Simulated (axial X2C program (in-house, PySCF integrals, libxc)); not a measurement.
## TeF: properties at the nuclei

Calculated with an in-house all-electron X2C program for linear molecules (integrals from PySCF): two-component X2C with atomic mean-field Coulomb and Gaunt terms, Gaussian nuclei, basis Te dyall-cv3z, F dyall-av3z with contracted cores.

R = 1.917 Å (near the PBE0 minimum at charge 0 of the determinant lowest at the starting distance; the state shown can have its own minimum elsewhere).

Determinant lowest in the PBE0 search, Ω = 3/2 (⟨Sz⟩ = 0.51, ⟨Lz⟩ = 0.99 at PBE0), spin on the atoms Te 0.50, F 0.01:

| level | Eeff magnitude (GV/cm) | Ws magnitude Te (kHz) | A∥/gI Te (MHz) | qzz Te (a.u.) | A∥/gI F (MHz) | qzz F (a.u.) | μ (D) |
| --- | --- | --- | --- | --- | --- | --- | --- |
| PBE0 | 2 | 0.837 | 600 | 12.14 | 31.9 | 2.14 | -2.14 |
| HF | 6.65 | 2.68 | 677 | 12.76 | 28.4 | 2.05 | -2.57 |
| BHandHLYP | 2.43 | 1.01 | 638 | 12.69 | 30.4 | 2.12 | -2.40 |
| LDA | 1.06 | 0.466 | 628 | 12.10 | 35.9 | 2.09 | -1.97 |
| PBE50 | 2.8 | 1.15 | 621 | 12.52 | 29.1 | 2.16 | -2.32 |

Determinant 0.54 eV from it at PBE0 and this distance, Ω = 1/2 (⟨Sz⟩ = -0.49, ⟨Lz⟩ = 0.99 at PBE0), spin on the atoms Te -0.48, F -0.01:

| level | Eeff magnitude (GV/cm) | Ws magnitude Te (kHz) | A∥/gI Te (MHz) | qzz Te (a.u.) | A∥/gI F (MHz) | qzz F (a.u.) | μ (D) |
| --- | --- | --- | --- | --- | --- | --- | --- |
| PBE0 | 2.64 | 2.94 | 4330 | 11.62 | 128 | 2.17 | -2.03 |
| HF | 1.87 | 2.03 | 4220 | 12.35 | 60.3 | 2.12 | -2.47 |
| BHandHLYP | 2.91 | 3.26 | 4340 | 12.10 | 99.4 | 2.15 | -2.29 |
| LDA | 3.27 | 3.68 | 4320 | 11.68 | 177 | 2.09 | -1.84 |
| PBE50 | 2.53 | 2.82 | 4360 | 11.95 | 99.9 | 2.19 | -2.21 |

Eeff is the effective electric field on the electron electric dipole moment in this Ω state and Ws the scalar–pseudoscalar constant of the nucleus named (defined with the proton number Z and per Ω); A∥ (defined per Ω) follows by multiplying with gI = μI/(I μN); qzz is the electric field gradient, eQq0 = 234.96 MHz × Q/barn × qzz; μ is positive if the F end (last atom) is positive. The operators were transformed with the bare-nucleus X2C matrices; with these basis sets, hyperfine constants and field gradients can be off by tens of per cent, and where levels differ in sign neither size nor sign is settled.

With gI(125Te) = -1.7770, gI(19F) = 5.2577 (g factors from the IAEA table of nuclear moments by Stone), turn the PBE0 values of the first state into constants in MHz.

A∥(125Te) = 600 × -1.7770 = -1070 MHz; A∥(19F) = 31.9 × 5.2577 = 168 MHz.

Each state is one determinant with collinear spin. Unrestricted Hartree–Fock can overshoot spin polarisation at the nuclei. Where Eeff spreads by more than a factor of two the levels disagree and none is to be relied on. The search compared states at one distance, so a state with another bond length can lie lower. Further determinants of the search, some of them spin-mixed, are not shown. PBE0 term energies can be off by some tenths of an eV.
